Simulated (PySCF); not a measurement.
H2O2Zn.

```xyz
5

Zn     0.0000     0.0000     0.0144
O      0.0000     1.7670    -0.1179
H      0.0000     2.2305     0.7272
O      0.0000    -1.7670    -0.1179
H      0.0000    -2.2305     0.7272
```
Charge 0, spin multiplicity 1.

Coordinates come from a TPSSh-D3(BJ)/def2-TZVP optimisation. A frequency run showed that this geometry is not a minimum. The isomer is the one that the SMILES or the coordinates give; other isomers of the formula were not compared. One conformer was computed; it need not be the lowest.

Level of theory: PBE/pcSseg-2 (PySCF). Non-relativistic, no solvent.

Give the absolute GIAO shielding of each atom: isotropic value and principal components (ppm). (The exact figures need the calculation; the answer reports its results.)


| atom | σ(iso) | σ11 | σ22 | σ33 | span |
|---|---|---|---|---|---|
| Zn1 | 1527.5 | 1039.3 | 1054.1 | 2489.0 | 1449.7 |
| O2 | 331.5 | 315.0 | 317.3 | 362.2 | 47.2 |
| H3 | 31.0 | 21.7 | 24.7 | 46.4 | 24.7 |
| O4 | 331.5 | 315.0 | 317.3 | 362.2 | 47.2 |
| H5 | 31.0 | 21.7 | 24.7 | 46.4 | 24.7 |
